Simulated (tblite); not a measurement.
C7H10ClFO.
Atom-mapped SMILES: `[CH3:1][CH2:2][C@:3]1([C:4](=[O:5])[Cl:6])[CH2:7][C@H:8]([F:9])[CH2:10]1` (hydrogens: H11, H12, H13 on C1; H14, H15 on C2; H16, H17 on C7; H18 on C8; H19, H20 on C10)

Cartesian coordinates in Å at the GFN2-xTB level; atoms count from 1:
```
atom  x, y, z in Å
C1     2.3103    0.2118    0.4371
C2     0.9054    0.2113    1.0289
C3    -0.1769    0.2276   -0.0536
C4    -0.0130    1.4145   -0.9514
O5     0.2102    1.4364   -2.1143
Cl6   -0.2294    2.9411   -0.0756
C7    -1.6306    0.0956    0.4681
C8    -1.8421   -1.1052   -0.4608
F9    -2.2309   -2.2480    0.1927
C10   -0.3601   -1.0832   -0.8515
H11    2.4461   -0.6328   -0.2342
H12    2.4926    1.1258   -0.1236
H13    3.0500    0.1437    1.2310
H14    0.7625   -0.6847    1.6360
H15    0.7746    1.0812    1.6749
H16   -1.6727   -0.1864    1.5178
H17   -2.2802    0.9501    0.2983
H18   -2.5522   -0.9571   -1.2777
H19   -0.1558   -1.0089   -1.9164
H20    0.1871   -1.9222   -0.4287
```

Level: GFN2-xTB in tblite, geometry and Hessian alike; calculated harmonic values, unscaled, isolated species. Errors from tens to a few hundred cm⁻¹ against measured bands are possible. One conformer, not necessarily the lowest.

Harmonic wavenumbers (cm⁻¹): 35.3, 43.7, 88.2, 149.4, 169.2, 201.0, 244.7, 275.4, 356.2, 373.9, 431.2, 444.5, 459.9, 570.5, 638.7, 695.9, 819.0, 823.1, 859.6, 899.3, 933.5, 1006.5, 1026.8, 1038.8, 1053.9, 1079.1, 1085.9, 1132.7, 1150.7, 1191.7, 1214.7, 1226.4, 1232.1, 1253.2, 1277.2, 1306.5, 1329.6, 1418.0, 1439.9, 1452.4, 1480.6, 1497.6, 1501.0, 1826.4, 2956.9, 2981.2, 2993.3, 3028.0, 3029.3, 3033.4, 3034.9, 3039.5, 3043.4, 3047.8.

A = 1635, B = 786.1, C = 691.1 MHz; mass 164.040 u (most abundant isotopes); point group C1, symmetry number 1.

Problem. What is the zero-point energy?

Solution. ½Σν̃ = 34461 cm⁻¹ = 98.53 kcal/mol.

Problem. Give the ideal-gas entropy at 200 K and 1 bar in the rigid-rotor, harmonic-oscillator model (classical rotation).

Solution. Translation 39.24, rotation 29.08, vibration 21.80: S = 90.1 cal/(mol K).

Problem. And Cp and H(200 K) − H(0)?

Solution. Cp = 29.81 cal/(mol K), of which vibrations give 21.86 (their classical limit is 54 R = 107.3); H(200 K) − H(0) = 3.86 kcal/mol without the zero-point energy, 2.27 from vibrations.

Problem. What must be added to the electronic energy to get the Gibbs energy at 200 K and 1 bar?

Solution. ZPE + [H(200 K) − H(0)] − T·S = 98.53 + 3.86 − 18.02 = 84.37 kcal/mol.

Problem. Which modes carry the vibrational entropy at 200 K?

Solution. 35.3 cm⁻¹: 4.72; 43.7 cm⁻¹: 4.29; 88.2 cm⁻¹: 2.92; 149.4 cm⁻¹: 1.94; 169.2 cm⁻¹: 1.71; 201.0 cm⁻¹: 1.42 cal/(mol K); the other 48 give 4.80 together.

Hindered rotation and anharmonicity are outside this model. Other conformers, if any are populated, would add a mixing term that is left out. The structure is chiral; the term R ln 2 for an equal mix with its mirror image is left out.
